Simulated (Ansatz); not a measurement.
`[SiH3]CC[SiH2]Cl` + `BN` → `BN[SiH2]Cl` + `CC[SiH3]`  (ligand exchange at the Si–C bond)

Gas-phase electronic energies from Ansatz, PBE0-D4/def2-TZVP geometries. CCSD(T)/CBS is the MP2 limit (def2-TZVPP, def2-QZVPP) plus CCSD(T) − MP2 in def2-TZVPP, frozen cores. This one scheme is used for every species. DFT in def2-TZVPP. B3LYP here is the variant with VWN-RPA as its local correlation; programs differ in this. One conformer a species, not always the lowest.

`[SiH3]CC[SiH2]Cl`:

Z-matrix (Å, degrees):
```
Si
C 1 1.881
H 1 1.487 2 109.7
H 1 1.487 2 111.4 3 120.3
H 1 1.490 2 110.0 3 -119.7
C 2 1.532 1 115.9 3 172.2
H 2 1.095 1 107.7 3 -64.1
H 2 1.096 1 107.1 3 49.4
Si 6 1.868 2 116.3 1 64.3
H 6 1.096 2 110.3 1 -174.0
H 6 1.098 2 110.8 1 -57.2
Cl 9 2.063 6 109.4 2 50.4
H 9 1.483 6 112.5 2 -68.5
H 9 1.483 6 110.4 2 168.8
```

`BN`:

Cartesian coordinates in Å:
```
B 0.309 0.578 -0.193
N -0.318 -0.594 0.198
H 0.624 0.712 -1.340
H 0.519 1.425 0.626
H -0.609 -0.774 1.144
H -0.525 -1.346 -0.436
```

`BN[SiH2]Cl`:

Cartesian coordinates in Å:
```
B -1.331 -0.588 0.619
N -0.106 -0.660 -0.060
Si 0.878 0.689 -0.512
Cl 2.550 0.815 0.677
H -1.762 0.489 0.914
H -1.922 -1.595 0.882
H 0.243 -1.582 -0.289
H 1.371 0.514 -1.896
H 0.081 1.917 -0.335
```

`CC[SiH3]`:

Cartesian coordinates in Å:
```
C 0.163 0.169 -1.401
C -0.510 -0.463 -0.186
Si 0.181 0.145 1.449
H -0.261 -0.205 -2.336
H 1.235 -0.044 -1.419
H 0.048 1.256 -1.400
H -0.407 -1.553 -0.215
H -1.586 -0.262 -0.197
H 0.011 1.619 1.568
H 1.636 -0.160 1.542
H -0.511 -0.504 2.596
```

Q: Is it downhill or uphill in electronic energy at CCSD(T)/CBS, and by how much? (An estimate is asked.)

A: Computed: Downhill: ΔE = -54.0 kJ/mol.

Q: What do these levels give: PBE0-D4, B3LYP-D4, ωB97X-V, ωB97M-V, r2SCAN, PBE0, HF/def2-TZVPP, CCSD(T)/def2-TZVPP, HF/def2-QZVPP, MP2/def2-QZVPP, SCS-MP2/def2-QZVPP, HF/CBS(def2)? (Best estimate.)

A: Computed: PBE0-D4 -46.9, B3LYP-D4 -51.9, ωB97X-V -51.9, ωB97M-V -51.1, r2SCAN -53.4, PBE0 -51.6, HF/def2-TZVPP -72.7, CCSD(T)/def2-TZVPP -54.6, HF/def2-QZVPP -73.6, MP2/def2-QZVPP -55.1, SCS-MP2/def2-QZVPP -58.7, HF/CBS(def2) -73.7 kJ/mol.

Largest T1 diagnostic among the species: 0.012.

The D4 term adds +7.9 kJ/mol with B3LYP and +4.7 kJ/mol with PBE0; it sums over pairs of atoms, weighted by their polarisabilities, and B3LYP, whose exchange is more repulsive, gets the larger term. From PBE to PBE0 (25 % exact exchange), in def2-TZVPP and without D4, ΔE moves by −3.2 kJ/mol. In def2-TZVPP, CCSD(T) changes the Hartree–Fock value by +18.1 kJ/mol (the triples alone add +2.4 kJ/mol) and MP2 by +17.5 kJ/mol.
